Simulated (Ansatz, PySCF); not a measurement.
Gas-phase reaction (SMILES): C[C@H]1CO1 -> [CH3] (CH3) + [CH]1CO1; the C-C bond at the site shown breaks (other sites are not compared here).

Structures are relaxed separately at B3LYP-D3(BJ)/def2-TZVP in Ansatz (a program for electronic structure). Correlated levels leave the core frozen unless marked. UHF or UKS for open shells. Spin-orbit coupling is left out. Non-relativistic. Basis-set limits of correlation are two-point, X^-3; Hartree-Fock from the larger set. The bracket is a focal-point correction in the basis named. Thermal terms are rigid-rotor harmonic-oscillator values from B3LYP-D3(BJ) frequencies (PySCF) at 298.15 K and 1 atm. 1 Eh = 627.5095 kcal/mol. Electronic entropy comes from spin alone.

```
species      E, RI-MP2/CBS(cc-pVTZ,cc-pVQZ)+[CCSD(T)-MP2]/cc-pVTZ (Ansatz) (Eh)  E, r2SCAN-D4/def2-TZVPD (Ansatz + dftd4) (Eh)  H - E (Eh)  G - E (Eh)
-----------  ------------------------------------------------------------------  ---------------------------------------------  ----------  ----------
C[C@H]1CO1                                                           -192.89121                                     -193.07579     0.09061     0.05888
[CH3] (CH3)                                                           -39.78133                                      -39.82813     0.03371     0.01164
[CH]1CO1                                                             -152.94575                                     -153.09725     0.04794     0.01927
```

Work out ΔE and ΔH, ΔG, ΔS and the equilibrium constant at 298.15 K at the first level, then ΔH at the second.


1. ΔE = [(-39.78133) + (-152.94575)] - [(-192.89121)] = 0.16413 Eh = 103.0 kcal/mol at RI-MP2/CBS(cc-pVTZ,cc-pVQZ)+[CCSD(T)-MP2]/cc-pVTZ.
2. The terms H - E add up to -0.00896 Eh, so ΔH = (0.16413 + (-0.00896))×627.5095 = 97.4 kcal/mol.
3. The terms G - E add up to -0.02797 Eh, so ΔG = 85.4 kcal/mol, and ΔS = (-0.00896 - (-0.02797))×627509.5/298.15 = 40.0 cal/(mol K).
4. log10 K = -ΔG/(RT ln 10) = -62.6, with RT ln 10 = 1.3642 kcal/mol.
5. With ΔH and ΔS taken as constant, ΔG changes sign near ΔH/ΔS = 2440 K, a rough figure that leaves out heat capacities.
6. At r2SCAN-D4/def2-TZVPD the same steps give ΔE = 94.4 and ΔH = 88.8 kcal/mol, a shift of -8.6 from the first level.
7. These values are not checked against measurement here, since the tables used lack a sound gas-phase enthalpy of formation for at least one species.
